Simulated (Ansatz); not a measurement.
`[OH][Al]([OH])[O][SiH3]`. Charge 0, multiplicity 1. Geometry: relaxed with PBE0-D4/def2-TZVP. It is one conformer, not always the lowest.

```xyz
10

O     2.258    0.780   -0.335
Al    0.831    0.701    0.559
O     0.717    1.539    2.019
O    -0.443   -0.214   -0.031
Si   -1.356   -1.178   -0.966
H     3.012    1.287   -0.041
H    -0.067    1.528    2.565
H    -1.746   -0.470   -2.215
H    -2.591   -1.559   -0.230
H    -0.615   -2.416   -1.326
```

What is the dipole moment at ωB97M-V/def2-TZVPP? (Estimate.)

The calculation gave: 1.29 D, with components (-0.16, 0.61, 1.13) D in this frame, pointing from negative to positive charge.

And with PBE, r2SCAN, B3LYP? (An estimate is asked.)

Ansatz gave: PBE 1.28 D, r2SCAN 1.30 D, B3LYP 1.27 D.

Give the Mulliken charges with ωB97M-V, r2SCAN, PBE in def2-TZVPP. (Estimate.)

Computed: 
| atom | ωB97M-V | r2SCAN | PBE |
| --- | --- | --- | --- |
| O1 | -0.40 | -0.43 | -0.38 |
| Al2 | 0.66 | 0.71 | 0.54 |
| O3 | -0.40 | -0.43 | -0.37 |
| O4 | -0.34 | -0.38 | -0.25 |
| Si5 | 0.28 | 0.41 | 0.30 |
| H6 | 0.17 | 0.19 | 0.18 |
| H7 | 0.17 | 0.19 | 0.18 |
| H8 | -0.05 | -0.09 | -0.07 |
| H9 | -0.05 | -0.09 | -0.07 |
| H10 | -0.04 | -0.08 | -0.07 |

B3LYP here is the variant with VWN-RPA as its local correlation; programs differ in this.
